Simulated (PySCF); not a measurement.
**Sn³⁸⁺: ionisation energy**

Sn³⁸⁺ [Ne] 3s2 (1S) → Sn³⁹⁺ [Ne] 3s1 (2S), as a difference of total energies. Calculation: PySCF 2.14, in an uncontracted even-tempered set (16 s from 6.9 bohr⁻², ratio 2.5; 10 p from 9 bohr⁻², ratio 2.5; 4 d from 33 bohr⁻², ratio 2.7; 4 f from 50 bohr⁻², ratio 2.7); the non-relativistic Hamiltonian (point nucleus). Correlated levels: outer shells: 1s2 frozen; virtual orbitals above 40 to 60 times the deepest correlated orbital energy dropped. The calculations carry no spin-orbit coupling.

| method | ionisation energy (eV) |
| --- | --- |
| UHF | 2595.4 |
| LDA | 2599.4 |
| PBE | 2601.2 |
| PBE0 | 2600.0 |
| r2SCAN | 2595.3 |
| BP86 | 2600.6 |
| M06-L | 2595.7 |
| MP2 (outer shells) | 2599.3 |
| SCS-MP2 (outer shells) | 2599.8 |

Q: How much does correlation contribute at MP2 (outer shells)?

A: 2599.3 − (2595.4) = 3.9 eV, measured against UHF.

The gap to the reference is mostly relativistic.

For comparison: 2687 ± 4 eV (semi-empirical (NIST evaluation); NIST Atomic Spectra Database, ionization energies).
